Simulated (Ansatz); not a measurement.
Basis-set extrapolation for C2H7AlOSi (`[CH3][Al]1[CH2]O[SiH2]1`) (PBE0-D4/def2-TZVP geometry, frozen core, Ansatz 0.2.0). Multiplicity 1, RHF reference.

|  | def2-TZVPP | def2-QZVPP |
| --- | --- | --- |
| HF | -685.599619 | -685.622937 |
| MP2 correlation | -0.776063 | -0.831809 |
| CCSD(T) correlation | -0.857665 | not run |

Energies in hartree. Use E(X) = E(∞) + A·exp(−7.88·√X) for Hartree–Fock and E(X) = E(∞) + B·X^(−2.97) for correlation, with X = 3 and 4, and add CCSD(T) minus MP2 of the smaller set to the MP2 limit.

Question: What is the CCSD(T) energy at the basis-set limit?

Answer: HF limit: -685.622937 + (-0.023318) × 0.13774 = -685.62615. MP2 limit: -0.831809 + (-0.055746) × 0.74074 = -0.87310. Higher-order term: -0.857665 − (-0.776063) = -0.08160. Total: -686.58085 hartree, 324.4 kJ/mol below CCSD(T)/def2-TZVPP.
